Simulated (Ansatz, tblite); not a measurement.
Cost and result up the ladder for Mo₄⁺ (4 atoms). Total charge 1; doublet. Geometry: PBE-D4/def2-SVP.

```csv
atom,x (Å),y (Å),z (Å)
Mo1,1.3965,-0.1737,0.5578
Mo2,-0.2490,-0.0142,-1.4929
Mo3,-0.7007,1.3399,0.0613
Mo4,-0.4468,-1.1519,0.8737
```

Ansatz on 4 threads of Intel Xeon Platinum 8488C on a shared host; xTB runs through tblite on one thread. Times are rough, summed over both states, and most runs start from the orbitals of an earlier one. RPA@PBE/def2-TZVP serves as the yardstick here, not as an exact answer. The other state is a quartet at its own geometry.

In the def2 sets Mo takes a core potential; there is no spin–orbit coupling. The xTB rows come from tblite. Correlated methods freeze no core orbitals; core or outer-core shells of Mo are correlated, in sets that lack core-valence functions. The structure comes from a short search, and lower isomers may exist.

Run but left out: HF/STO-3G, HF/def2-TZVP, r2SCAN-D4/def2-TZVP, B3LYP-D4/def2-TZVP, PBE0-D4/def2-TZVP, BHLYP-D4/def2-TZVP, LC-ωPBE/def2-TZVP, ωB97M-V/def2-TZVP, MP2/def2-TZVP (doublet: ⟨S²⟩ 1.18 to 8.23, where a pure state has 0.75); HF/def2-SVP, MP2/def2-SVP, CCSD/def2-SVP, CCSD(T)/def2-SVP (flagged by the program: other amplitudes).

Correlated methods converge slowly with the basis.

xTB has no spin-polarisation term.

| level | functions | quartet − doublet (eV) | difference from RPA@PBE/def2-TZVP (eV) |
| --- | --- | --- | --- |
| LDA (SPW92)/def2-TZVP | 160 | 0.81 | 0.08 |
| PBE-D4/def2-TZVP | 160 | 0.61 | -0.11 |
| GFN2-xTB | 36 | -2.50 | -3.23 |
| RPA@PBE/def2-TZVP | 160 | 0.72 | 0.00 |
| GFN1-xTB | 36 | -3.57 | -4.30 |

Problem. Estimate how long each takes.

Solution. GFN1-xTB 0.011 s; GFN2-xTB 0.021 s; LDA (SPW92)/def2-TZVP 3.6 s; PBE-D4/def2-TZVP 9.9 s; RPA@PBE/def2-TZVP 14 s. On shared hardware such times vary by a factor of up to 3.
